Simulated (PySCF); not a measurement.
Isomers of C9H10, one conformer each; single-point electronic energies without zero-point terms and without any empirical dispersion term.

Computed with PySCF at wB97X-D/def2-SVPD, non-relativistic, each on one gas-phase PBE0-D3(BJ)/def2-SVP geometry that isn't relaxed in the solvent. The solvent is an IEF-PCM continuum (cavity from Bondi-type radii × 1.2). Only the electrostatic response of the medium enters.

```
                                     isomer  relative energy, gas (kJ/mol)  dipole (D)
                         `c1(C=C)cc(ccc1)C`                            0.0        0.56
`C#C[C@@]1(C)[C@@H]2[C@@H]3C[C@H]1[C@@H]32`                          380.5        0.84
```

Problem. How do the relative energies look in chloroform (ε = 4.711)?

Solution. 
```json
{"isomer": "`c1(C=C)cc(ccc1)C`", "relative energy, solvent (kJ/mol)": "0.0", "E(solvent) − E(gas) (kJ/mol)": "-10.9", "dipole in solvent (D)": "0.70"}
{"isomer": "`C#C[C@@]1(C)[C@@H]2[C@@H]3C[C@H]1[C@@H]32`", "relative energy, solvent (kJ/mol)": "380.3", "E(solvent) − E(gas) (kJ/mol)": "-11.2", "dipole in solvent (D)": "1.10"}
```

The order is unchanged. Conformers: `[CH2:1]=[CH:2][c:3]1[cH:4][cH:5][cH:6][c:7]([CH3:8])[cH:9]1` with C1–C2–C3–C4 0°. `C#C[C@@]1(C)[C@@H]2[C@@H]3C[C@H]1[C@@H]32` gains most from the continuum, and it has the largest gas-phase dipole. The gains span 0.3 kJ/mol, the gas-phase energies 380.5 kJ/mol.
